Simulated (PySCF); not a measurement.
isopropylamine (C₃H₉N), singlet, geometry from GFN2-xTB. Base run: B3LYP/6-31G*, polarisability in PySCF.

The PySCF input:
```python
from pyscf import gto, scf, dft
from pyscf.prop import polarizability

mol = gto.M(
    atom='''
C    -0.55105503    1.21127971    0.55105219
C    -0.01665718    0.10649214   -0.35677557
C     1.41672569   -0.25882784    0.02037526
N    -0.85419502   -1.07464949   -0.19035718
H     0.08110938    2.09312036    0.48919171
H    -0.57125383    0.85838895    1.57848389
H    -1.56244281    1.48852622    0.26115788
H    -0.01983257    0.47906027   -1.40065685
H     1.80377599   -1.02633918   -0.64665397
H     1.43777943   -0.64253792    1.03668185
H     2.06111231    0.61388174   -0.04478134
H    -0.53013327   -1.82750065   -0.78764755
H    -1.81483042   -0.86771740   -0.44118662
''',
    basis='6-31g*',
    verbose=4,
)

mf = dft.RKS(mol)
mf.xc = 'b3lyp'
mf.kernel()
alpha = mf.Polarizability().polarizability()[2, 2]
print('alpha_zz =', alpha)
```

The base run was repeated with changes; each row names its change, and settings that it needs were set with it.

```csv
change,alpha_zz (bohr³),basis functions,core-seconds (rough)
base,35.73,74,20
functional = pbe0,35.73,74,20
finite field (a.u.) = 0.02; conv_tol = 1e-11,35.77,74,20
basis = def2-SVP,38.02,101,30
finite field (a.u.) = 2e-4; conv_tol = 1e-11,35.73,74,20
finite field (a.u.) = 0.005; conv_tol = 1e-11,35.73,74,20
functional = camb3lyp,35.34,74,50
finite field (a.u.) = 0.05; conv_tol = 1e-11,36.01,74,20
functional = hf,34.82,74,2
basis = STO-3G,16.99,29,7
basis = 6-31+G*,43.57,90,30
finite field (a.u.) = 2e-4; conv_tol = 1e-6,30.43,74,10
```

Finite-field rows take the second difference of the energy in a field along z; a small field with loose convergence shows SCF noise divided by the square of the field, and a large one adds hyperpolarisability.
